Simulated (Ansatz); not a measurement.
Ansatz (an electronic-structure program) input (B3LYP-D3(BJ)/def2-TZVP):

Ansatz 0.2 input:
```yaml
crystal:
  periodic: [false, false, false]
  atoms:
    - {symbol: B, position_ang: [-0.64787213, 0.28096685, 0.10855024]}
    - {symbol: C, position_ang: [1.04218494, 0.05123160, -0.15955380]}
    - {symbol: O, position_ang: [-0.91431627, 1.50585728, 0.17859721]}
    - {symbol: O, position_ang: [-1.26349645, -0.92342885, 0.17590909]}
    - {symbol: H, position_ang: [1.35354520, -0.58035210, 0.66011457]}
    - {symbol: H, position_ang: [1.55324882, 1.00124568, -0.16646699]}
    - {symbol: H, position_ang: [1.09107756, -0.44991725, -1.11551202]}
    - {symbol: H, position_ang: [-2.20741693, -0.86958137, 0.32402959]}
basis:
  gaussian:
    orbitals: def2-TZVP
hamiltonian:
  xc: b3lyp
  dispersion: d3bj
magnetization: {spin_polarized: true, initial_magnetization: 1}
relax: {f_tol: 0.002, max_steps: 150}
```

Output:

```
Functional definition: B3LYP
integrals: 0.05 GiB planned
827 factors; their error is unknown
mean field: 0.66 GiB planned
mean field evaluation 1: about -5867.0181 eV, gradient 5.1e1 eV
mean field evaluation 2: about -5859.2030 eV, gradient 6.9e1 eV
mean field evaluation 4: about -5875.9799 eV, gradient 5.6e0 eV
mean field evaluation 8: about -5876.1085 eV, gradient 2.3e-1 eV
mean field evaluation 16: about -5876.1087 eV, gradient 2.0e-4 eV
mean field -5876.10868522 eV, -215.9430112123 hartree, gradient 6.3e-5 eV, S^2 0.756067; 0 other end points of the search recorded, 0 dependent functions left out
the calculation of the forces begins
reference -5876.10891113 eV, -215.9430195144 hartree; 16, 15 occupied and 132, 133 virtual orbitals, 827 factors
relax step   1: F+E_penalty+E_count = -5876.29603381 eV  Δ(F+E_penalty+E_count) = +0.000e0 eV  max|allowed force component| = 2.352e0 eV/Å  Δτ_max = 0.0000 Å  (33 SCF iters, accepted)
these checks for a lower state are left out or cut short: starts, cluster_reference, orbital_swaps, neighbouring_geometries, increment
integrals: 0.05 GiB planned
827 factors; their error is unknown
mean field: 0.66 GiB planned
mean field -5876.21120061 eV, -215.9467785835 hartree, gradient 2.7e-5 eV, S^2 0.755618; 0 other end points of the search recorded, 0 dependent functions left out
the calculation of the forces begins
reference -5876.21142623 eV, -215.9467868749 hartree; 16, 15 occupied and 132, 133 virtual orbitals, 827 factors
relax step   2: F+E_penalty+E_count = -5876.39803486 eV  Δ(F+E_penalty+E_count) = -1.020e-1 eV  max|allowed force component| = 1.532e0 eV/Å  Δτ_max = 0.0408 Å  (39 SCF iters, accepted)
these checks for a lower state are left out or cut short: starts, cluster_reference, orbital_swaps, neighbouring_geometries, increment
integrals: 0.05 GiB planned
827 factors; their error is unknown
mean field: 0.66 GiB planned
mean field evaluation 32: about -5876.2707 eV, gradient 3.1e-3 eV
mean field -5876.27067180 eV, -215.9489641095 hartree, gradient 1.7e-5 eV, S^2 0.754445; 0 other end points of the search recorded, 0 dependent functions left out
the calculation of the forces begins
reference -5876.27089625 eV, -215.9489723575 hartree; 16, 15 occupied and 132, 133 virtual orbitals, 827 factors
relax step   3: F+E_penalty+E_count = -5876.45918716 eV  Δ(F+E_penalty+E_count) = -6.115e-2 eV  max|allowed force component| = 7.614e-1 eV/Å  Δτ_max = 0.0893 Å  (45 SCF iters, accepted)
these checks for a lower state are left out or cut short: starts, cluster_reference, orbital_swaps, neighbouring_geometries, increment
integrals: 0.05 GiB planned
827 factors; their error is unknown
mean field: 0.66 GiB planned
mean field -5876.34449302 eV, -215.9516769893 hartree, gradient 1.9e-5 eV, S^2 0.754246; 0 other end points of the search recorded, 0 dependent functions left out
the calculation of the forces begins
reference -5876.34471806 eV, -215.9516852591 hartree; 16, 15 occupied and 132, 133 virtual orbitals, 827 factors
relax step   4: F+E_penalty+E_count = -5876.53001752 eV  Δ(F+E_penalty+E_count) = -7.083e-2 eV  max|allowed force component| = 7.995e-1 eV/Å  Δτ_max = 0.1538 Å  (50 SCF iters, accepted)
these checks for a lower state are left out or cut short: starts, cluster_reference, orbital_swaps, neighbouring_geometries, increment
integrals: 0.05 GiB planned
827 factors; their error is unknown
mean field: 0.66 GiB planned
mean field -5876.36091490 eV, -215.9522804819 hartree, gradient 2.2e-5 eV, S^2 0.754002; 0 other end points of the search recorded, 0 dependent functions left out
the calculation of the forces begins
reference -5876.36114031 eV, -215.9522887658 hartree; 16, 15 occupied and 132, 133 virtual orbitals, 827 factors
relax step   5: F+E_penalty+E_count = -5876.54691044 eV  Δ(F+E_penalty+E_count) = -1.689e-2 eV  max|allowed force component| = 5.133e-1 eV/Å  Δτ_max = 0.0573 Å  (45 SCF iters, accepted)
these checks for a lower state are left out or cut short: starts, cluster_reference, orbital_swaps, neighbouring_geometries, increment
integrals: 0.05 GiB planned
827 factors; their error is unknown
mean field: 0.66 GiB planned
mean field -5876.36224401 eV, -215.9523293261 hartree, gradient 3.6e-5 eV, S^2 0.754078; 0 other end points of the search recorded, 0 dependent functions left out
the calculation of the forces begins
reference -5876.36246965 eV, -215.9523376182 hartree; 16, 15 occupied and 132, 133 virtual orbitals, 827 factors
relax step   6: F+E_penalty+E_count = -5876.54820448 eV  Δ(F+E_penalty+E_count) = -1.294e-3 eV  max|allowed force component| = 1.862e-1 eV/Å  Δτ_max = 0.0620 Å  (44 SCF iters, accepted)
these checks for a lower state are left out or cut short: starts, cluster_reference, orbital_swaps, neighbouring_geometries, increment
integrals: 0.05 GiB planned
827 factors; their error is unknown
mean field: 0.66 GiB planned
mean field evaluation 64: about -5876.3679 eV, gradient 3.4e-2 eV
mean field -5876.36838535 eV, -215.9525550159 hartree, gradient 6.0e-5 eV, S^2 0.754105; 0 other end points of the search recorded, 0 dependent functions left out
the calculation of the forces begins
reference -5876.36861089 eV, -215.9525633044 hartree; 16, 15 occupied and 132, 133 virtual orbitals, 827 factors
relax step   7: F+E_penalty+E_count = -5876.55441273 eV  Δ(F+E_penalty+E_count) = -6.208e-3 eV  max|allowed force component| = 4.637e-2 eV/Å  Δτ_max = 0.0483 Å  (44 SCF iters, accepted)
these checks for a lower state are left out or cut short: starts, cluster_reference, orbital_swaps, neighbouring_geometries, increment
integrals: 0.05 GiB planned
827 factors; their error is unknown
mean field: 0.66 GiB planned
mean field -5876.36851291 eV, -215.9525597037 hartree, gradient 2.6e-5 eV, S^2 0.754105; 0 other end points of the search recorded, 0 dependent functions left out
the calculation of the forces begins
reference -5876.36873847 eV, -215.9525679932 hartree; 16, 15 occupied and 132, 133 virtual orbitals, 827 factors
relax step   8: F+E_penalty+E_count = -5876.55445474 eV  Δ(F+E_penalty+E_count) = -4.200e-5 eV  max|allowed force component| = 3.204e-2 eV/Å  Δτ_max = 0.0069 Å  (42 SCF iters, accepted)
these checks for a lower state are left out or cut short: starts, cluster_reference, orbital_swaps, neighbouring_geometries, increment
integrals: 0.05 GiB planned
827 factors; their error is unknown
mean field: 0.66 GiB planned
mean field -5876.36853959 eV, -215.9525606843 hartree, gradient 1.7e-5 eV, S^2 0.754107; 0 other end points of the search recorded, 0 dependent functions left out
the calculation of the forces begins
reference -5876.36876513 eV, -215.9525689728 hartree; 16, 15 occupied and 132, 133 virtual orbitals, 827 factors
relax step   9: F+E_penalty+E_count = -5876.55454246 eV  Δ(F+E_penalty+E_count) = -8.773e-5 eV  max|allowed force component| = 4.330e-3 eV/Å  Δτ_max = 0.0067 Å  (44 SCF iters, accepted)
these checks for a lower state are left out or cut short: starts, cluster_reference, orbital_swaps, neighbouring_geometries, increment
integrals: 0.05 GiB planned
827 factors; their error is unknown
mean field: 0.66 GiB planned
mean field -5876.36854172 eV, -215.9525607627 hartree, gradient 1.9e-5 eV, S^2 0.754106; 0 other end points of the search recorded, 0 dependent functions left out
the calculation of the forces begins
reference -5876.36876725 eV, -215.9525690506 hartree; 16, 15 occupied and 132, 133 virtual orbitals, 827 factors
relax step  10: F+E_penalty+E_count = -5876.55454815 eV  Δ(F+E_penalty+E_count) = -5.688e-6 eV  max|allowed force component| = 2.881e-3 eV/Å  Δτ_max = 0.0041 Å  (42 SCF iters, accepted)
these checks for a lower state are left out or cut short: starts, cluster_reference, orbital_swaps, neighbouring_geometries, increment
integrals: 0.05 GiB planned
827 factors; their error is unknown
mean field: 0.66 GiB planned
mean field evaluation 96: about -5876.3685 eV, gradient 2.5e-5 eV
mean field -5876.36854152 eV, -215.9525607551 hartree, gradient 2.5e-5 eV, S^2 0.754106; 0 other end points of the search recorded, 0 dependent functions left out
the calculation of the forces begins
reference -5876.36876704 eV, -215.9525690430 hartree; 16, 15 occupied and 132, 133 virtual orbitals, 827 factors
relax step  11: F+E_penalty+E_count = -5876.55455075 eV  Δ(F+E_penalty+E_count) = -2.607e-6 eV  max|allowed force component| = 3.763e-3 eV/Å  Δτ_max = 0.0042 Å  (42 SCF iters, accepted)
these checks for a lower state are left out or cut short: starts, cluster_reference, orbital_swaps, neighbouring_geometries, increment
integrals: 0.05 GiB planned
827 factors; their error is unknown
mean field: 0.66 GiB planned
mean field -5876.36854323 eV, -215.9525608181 hartree, gradient 2.2e-5 eV, S^2 0.754106; 0 other end points of the search recorded, 0 dependent functions left out
the calculation of the forces begins
reference -5876.36876876 eV, -215.9525691061 hartree; 16, 15 occupied and 132, 133 virtual orbitals, 827 factors
relax step  12: F+E_penalty+E_count = -5876.55455105 eV  Δ(F+E_penalty+E_count) = -2.970e-7 eV  max|allowed force component| = 1.398e-3 eV/Å  Δτ_max = 0.0014 Å  (30 SCF iters, accepted)
integrals: 0.05 GiB planned
827 factors; their error is unknown
mean field: 0.66 GiB planned
mean field evaluation 128: about -5876.2123 eV, gradient 1.8e0 eV
mean field -5876.36854323 eV, -215.9525608181 hartree, gradient 2.2e-5 eV, S^2 0.754106; 3 other end points of the search recorded, 0 dependent functions left out
the calculation of the forces begins
reference -5876.36876876 eV, -215.9525691061 hartree; 16, 15 occupied and 132, 133 virtual orbitals, 827 factors
Total energy: -5876.55477658 eV, -215.9594047674 hartree
Atom 0 at    -0.543954     0.193385     0.095025 Å, force     0.000132     0.001285     0.001398 eV/Å
Atom 1 at     1.017112     0.059908    -0.156157 Å, force     0.000679    -0.000453    -0.000483 eV/Å
Atom 2 at    -1.019772     1.436771     0.227846 Å, force    -0.000058    -0.000657    -0.000392 eV/Å
Atom 3 at    -1.329596    -0.928674     0.166128 Å, force     0.000136    -0.000524    -0.000264 eV/Å
Atom 4 at     1.438315    -0.548641     0.647901 Å, force    -0.000315     0.000142    -0.000209 eV/Å
Atom 5 at     1.543118     1.011283    -0.194437 Å, force    -0.000129     0.000019    -0.000056 eV/Å
Atom 6 at     1.163662    -0.467229    -1.102145 Å, force     0.000071     0.000068     0.000115 eV/Å
Atom 7 at    -2.261931    -0.740781     0.321507 Å, force    -0.000516     0.000120    -0.000110 eV/Å
Dipole moment:    -0.036009    -0.141301    -0.000902 e Å
```

It need not be the lowest isomer of its formula.
